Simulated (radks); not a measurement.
Values are calculated unless marked as measured or tabulated.
Species: the cerium ion Ce+. Configuration: [Xe] 4f1 5d2. Code: a radial shooting solver on a logarithmic mesh with Libxc functionals. Model: scalar-relativistic Kohn-Sham, r2SCAN, spin-unpolarised, spherical densities, finite nucleus; meta-GGA in the generalised Kohn-Sham scheme; Fermi nuclear charge, rms radius 4.8771 fm.

X-ray form factor f0, the Fourier transform of the density (f0(0) = 57):

| sin(theta)/lambda (1/angstrom) | f0 (electrons) |
|---|---|
| 0.05 | 55.953 |
| 0.1 | 53.275 |
| 0.15 | 49.840 |
| 0.2 | 46.292 |
| 0.25 | 42.968 |
| 0.3 | 39.999 |
| 0.4 | 35.099 |
| 0.5 | 31.166 |
| 0.6 | 27.809 |
| 0.8 | 22.461 |
| 1 | 18.857 |
| 1.25 | 15.968 |
| 1.5 | 13.748 |
| 2 | 9.837 |
